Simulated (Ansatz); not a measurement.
CH3GeN⁺, that is Ge(CN)H3 with one electron fewer. Total charge 1; doublet. Geometry r2SCAN-D4/def2-TZVP, that of the neutral singlet; atoms count from 1.

| atom | x (Å) | y (Å) | z (Å) |
| --- | --- | --- | --- |
| Ge1 | -0.2944 | -0.3985 | -0.3556 |
| C2 | 0.6320 | 0.8570 | 0.7634 |
| N3 | 1.1906 | 1.6113 | 1.4379 |
| H4 | -1.7326 | -0.4667 | 0.1467 |
| H5 | 0.4212 | -1.7372 | -0.2101 |
| H6 | -0.2167 | 0.1341 | -1.7823 |

Estimate the Mulliken populations from the PBE0/def2-TZVP orbitals of Ansatz.


```tsv
atom	charge (e)	spin (α − β)
Ge1	0.12	0.06
C2	0.11	0.16
N3	0.17	0.45
H4	0.18	0.05
H5	0.23	0.21
H6	0.18	0.05
```
Mulliken values depend strongly on the basis.

Where does the spin sit?

Summed by element: Ge 0.06, C 0.16, N 0.45, H 0.32, of 1 unpaired in all. Largest on single atoms: N3 0.45, H5 0.21, C2 0.16.

And the Mayer bond orders between heavy atoms (over 0.3)?

Ge1–C2 0.87 (1.92 Å); C2–N3 2.47 (1.16 Å).
